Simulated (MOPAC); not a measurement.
Input for MOPAC: PM3 on BH5OSi (SMILES BO[SiH3]), a point of a torsion scan.

```
PM3 1SCF PRECISE CHARGE=0 THREADS=1
BH5OSi

B      1.57568889 1    -0.28898607 1     0.31027561 1
O      0.29657512 1    -0.08284445 1     0.12932749 1
Si    -1.25948775 1     0.16386552 1    -0.19243771 1
H      2.09875935 1    -1.21401524 1    -0.20552197 1
H      2.19319591 1     0.44980606 1     0.99318860 1
H     -1.79439006 1    -0.99127770 1    -0.91968666 1
H     -1.91750525 1     0.32009263 1     1.10430213 1
H     -1.29869134 1     1.37595048 1    -1.00834979 1
```

Output:

```
*******************************************************************************
 **                                                                           **
 **                              MOPAC v23.2.5                                **
 **                                                                           **
 *******************************************************************************
 ** MOPAC's Digital Object Identifier: https://doi.org/10.5281/zenodo.6511958 **
 **                                                                           **
 ** Please cite the open-source release paper for use of this MOPAC version:  **
 ** J. E. Moussa and J. J. P. Stewart (2026)                                  **
 ** MOPAC: An open-source semiempirical molecular orbital program             **
 ** J. Open Source Softw., 11(119), 8025, https://doi.org/10.21105/joss.08025 **
 *******************************************************************************

                              PM3 CALCULATION RESULTS

 *******************************************************************************
 *  PM3        - The PM3 Hamiltonian to be used
 *
 *
 *
 *                 CHARGE ON SYSTEM = 0
 *
 *
 *
 *  PRECISE    - TIGHTER CRITERIA TO BE USED
 *  1SCF       - DO 1 SCF AND THEN STOP
 *  THREADS=1  - MULTI-THREADING NOT USED
 *  T=         - A TIME OF 172800.0 SECONDS REQUESTED
 *  DUMP=N     - RESTART FILE WRITTEN EVERY 7200.0 SECONDS REQUESTED
 *******************************************************************************
PM3 1SCF PRECISE CHARGE=0 THREADS=1
 BH5OSi

   ATOM   CHEMICAL          X               Y               Z
  NUMBER   SYMBOL      (ANGSTROMS)     (ANGSTROMS)     (ANGSTROMS)

     1       B          1.57568889  *  -0.28898607  *   0.31027561  *
     2       O          0.29657512  *  -0.08284445  *   0.12932749  *
     3      Si         -1.25948775  *   0.16386552  *  -0.19243771  *
     4       H          2.09875935  *  -1.21401524  *  -0.20552197  *
     5       H          2.19319591  *   0.44980606  *   0.99318860  *
     6       H         -1.79439006  *  -0.99127770  *  -0.91968666  *
     7       H         -1.91750525  *   0.32009263  *   1.10430213  *
     8       H         -1.29869134  *   1.37595048  *  -1.00834979  *



          CARTESIAN COORDINATES

    NO.       ATOM           X           Y           Z

     1         B          1.5757     -0.2890      0.3103
     2         O          0.2966     -0.0828      0.1293
     3        Si         -1.2595      0.1639     -0.1924
     4         H          2.0988     -1.2140     -0.2055
     5         H          2.1932      0.4498      0.9932
     6         H         -1.7944     -0.9913     -0.9197
     7         H         -1.9175      0.3201      1.1043
     8         H         -1.2987      1.3760     -1.0083

  H: (PM3): J. J. P. STEWART, J. COMP. CHEM. 10, 209 (1989).
  B: (PM3): J. J. P. STEWART, J. MOL. MOD., 10, 155-164 (2004)
  O: (PM3): J. J. P. STEWART, J. COMP. CHEM. 10, 209 (1989).
 Si: (PM3): J. J. P. STEWART, J. COMP. CHEM. 10, 209 (1989).

           Empirical Formula: H5 O B Si  =     8 atoms



      MOLECULAR POINT GROUP   :   C1


      RHF CALCULATION, NO. OF DOUBLY OCCUPIED LEVELS = 9


 -------------------------------------------------------------------------------
 PM3 1SCF PRECISE CHARGE=0 THREADS=1
 BH5OSi



     1SCF WAS SPECIFIED, SO BFGS WAS NOT USED
     SCF FIELD WAS ACHIEVED


                              PM3 CALCULATION
                                                       MOPAC v23.2.5 Linux




          FINAL HEAT OF FORMATION =        -69.89424 KCAL/MOL =    -292.43750 KJ/MOL


          COSMO AREA              =        110.52 SQUARE ANGSTROMS
          COSMO VOLUME            =         96.47 CUBIC ANGSTROMS

          IONIZATION POTENTIAL    =          9.592816 EV
          HOMO LUMO ENERGIES (EV) =         -9.593  0.535
          NO. OF FILLED LEVELS    =          9
          MOLECULAR WEIGHT        =         59.9344         POINT GROUP:  C1

          MOLECULAR DIMENSIONS (Angstroms)

            Atom       Atom       Distance
            H     6    H     5     4.65152
            H     4    H     7     3.78142
            H     8    H     4     2.24146


          SCF CALCULATIONS        =          1





   ATOM   CHEMICAL          X               Y               Z
  NUMBER   SYMBOL      (ANGSTROMS)     (ANGSTROMS)     (ANGSTROMS)

     1       B          1.57568889  *  -0.28898607  *   0.31027561  *
     2       O          0.29657512  *  -0.08284445  *   0.12932749  *
     3      Si         -1.25948775  *   0.16386552  *  -0.19243771  *
     4       H          2.09875935  *  -1.21401524  *  -0.20552197  *
     5       H          2.19319591  *   0.44980606  *   0.99318860  *
     6       H         -1.79439006  *  -0.99127770  *  -0.91968666  *
     7       H         -1.91750525  *   0.32009263  *   1.10430213  *
     8       H         -1.29869134  *   1.37595048  *  -1.00834979  *

                             CARTESIAN COORDINATES

   1    B        1.575688890    -0.288986070     0.310275610
   2    O        0.296575120    -0.082844450     0.129327490
   3   Si       -1.259487750     0.163865520    -0.192437710
   4    H        2.098759350    -1.214015240    -0.205521970
   5    H        2.193195910     0.449806060     0.993188600
   6    H       -1.794390060    -0.991277700    -0.919686660
   7    H       -1.917505250     0.320092630     1.104302130
   8    H       -1.298691340     1.375950480    -1.008349790


           Empirical Formula: H5 O B Si  =     8 atoms



      MOLECULAR POINT GROUP   :   C1


                  EIGENVALUES
 -38.48930 -22.22555 -16.92013 -16.37961 -15.13711 -14.28554 -11.89995 -11.05394
  -9.59282   0.53518   0.94822   1.65101   2.27313   2.72293   4.68217   5.24170
   6.10706


              NET ATOMIC CHARGES AND DIPOLE CONTRIBUTIONS

  ATOM NO.   TYPE          CHARGE      No. of ELECS.   s-Pop       p-Pop
    1          B          -0.084894        3.0849     1.05299     2.03190
    2          O          -0.340346        6.3403     1.60972     4.73062
    3         Si           0.794794        3.2052     0.88978     2.31542
    4          H           0.006918        0.9931     0.99308
    5          H           0.013432        0.9866     0.98657
    6          H          -0.134990        1.1350     1.13499
    7          H          -0.128364        1.1284     1.12836
    8          H          -0.126549        1.1265     1.12655
 DIPOLE           X         Y         Z       TOTAL
 POINT-CHG.    -2.589     0.477    -0.487     2.677
 HYBRID         0.107    -0.048     0.034     0.122
 SUM           -2.482     0.429    -0.453     2.560


          ATOMIC ORBITAL ELECTRON POPULATIONS

     Atom    s        px        py        pz
    1  B   1.05299   0.66380   0.76678   0.60132
    2  O   1.60972   1.28494   1.77988   1.66581
    3 Si   0.88978   0.60658   0.85472   0.85413
    4  H   0.99308
    5  H   0.98657
    6  H   1.13499
    7  H   1.12836
    8  H   1.12655

 **********************
 *                    *
 * JOB ENDED NORMALLY *
 *                    *
 **********************




 == MOPAC DONE ==
```

The run finished.

Cost: very roughly 0.020 core-seconds.
